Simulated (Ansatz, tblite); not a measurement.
Forces on the cluster InSi₆⁻ at its PBE0-D4/def2-SVPD geometry. The state is a singlet with charge -1.

In the def2 sets In takes a core potential; there is no spin–orbit coupling. The xTB rows come from tblite. The restricted singlet is unstable towards broken spin symmetry in Hartree–Fock (as tested in another run); at PBE-D4/def2-TZVPD this wasn't settled. Another isomer (singlet) lies 1.38 eV lower at PBE0-D4/def2-TZVPD; other spin states weren't run for this one.

GFN2-xTB (tblite), largest force 1.95 eV/Å:

```xyz
7
positions Å, forces eV/Å
In    0.775    1.952   -0.606    0.283    0.285   -0.058
Si   -1.391   -1.698    0.385   -0.428   -0.305    0.041
Si    2.705    0.550    0.289   -0.052   -0.087    0.027
Si   -1.779    2.379   -1.246   -0.128    0.482   -0.209
Si    0.378   -2.841    1.166   -0.246    0.295   -0.163
Si   -1.537    0.367   -0.427   -1.284   -0.320   -0.123
Si    0.849   -0.709    0.438    1.857   -0.350    0.485
```

PBE-D4/def2-TZVPD (Ansatz), largest force 0.23 eV/Å:

```
In 0.005 0.033 -0.011
Si -0.153 -0.045 -0.003
Si 0.133 -0.001 0.033
Si -0.077 0.200 -0.093
Si 0.164 -0.117 0.075
Si -0.010 -0.045 0.016
Si -0.061 -0.024 -0.017
```
